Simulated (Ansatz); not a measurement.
FH5SSi2 can be A, `F[SiH]([SiH3])S`, or B, `F[SiH2]S[SiH3]`.

Gas-phase electronic energies from Ansatz, PBE0-D4/def2-TZVP geometries. CCSD(T)/CBS adds triple-zeta CCSD(T) − MP2 to the extrapolated MP2 energy (def2 sets, frozen cores). This one scheme is used for every species. Functionals use def2-TZVPP. B3LYP here is the variant with VWN-RPA as its local correlation; programs differ in this. One conformer a species, not always the lowest.

A:

```xyz
9

F     1.922   -1.094    0.362
Si    0.656   -0.221    0.820
Si   -0.239    0.831   -1.067
S    -0.818   -1.419    1.770
H     1.117    0.701    1.886
H    -1.269    1.808   -0.626
H     0.812    1.534   -1.849
H    -0.881   -0.202   -1.924
H    -1.300   -1.939    0.628
```

B:

```xyz
9

F    -0.473    1.685    1.425
Si    0.880    1.025    0.887
S     0.717    0.498   -1.154
Si   -0.804   -1.008   -0.986
H     1.961    2.030    0.977
H     1.130   -0.164    1.731
H    -0.592   -1.950   -2.111
H    -2.155   -0.406   -1.084
H    -0.664   -1.711    0.314
```

(1) Which isomer does CCSD(T)/CBS put lower? Give the gap. (Estimate.)

(2) Give E(B) − E(A) in kcal/mol with LDA (SPW92), CCSD(T)/def2-TZVPP, B3LYP-D4, PBE-D4, HF/def2-TZVPP, CCSD(T)/def2-SVP, ωB97M-V. (Best estimate.)

(3) Does the order hold for the free energy at 298.15 K (harmonic terms from PBE0-D4)? (Best estimate.)

Largest T1 diagnostic: 0.013.

## Answers

(1) Computed: B, by 15.3 kcal/mol.

(2) Ansatz gave: LDA (SPW92) -11.4, CCSD(T)/def2-TZVPP -14.8, B3LYP-D4 -14.0, PBE-D4 -11.8, HF/def2-TZVPP -17.0, CCSD(T)/def2-SVP -14.0, ωB97M-V -15.6. None reverses the order clearly.

(3) The calculation gave: Yes: G(B) − G(A) = -14.9 kcal/mol, for one conformer each. Modes under 60 cm⁻¹, often nearly free rotors, make the harmonic entropy too high.

From BLYP to BHLYP (50 % exact exchange), in def2-TZVPP and without D4, E(B) − E(A) moves by −2.8 kcal/mol. At CCSD(T), def2-SVP lies +1.3 kcal/mol from the extrapolated value and def2-TZVPP +0.5 kcal/mol.
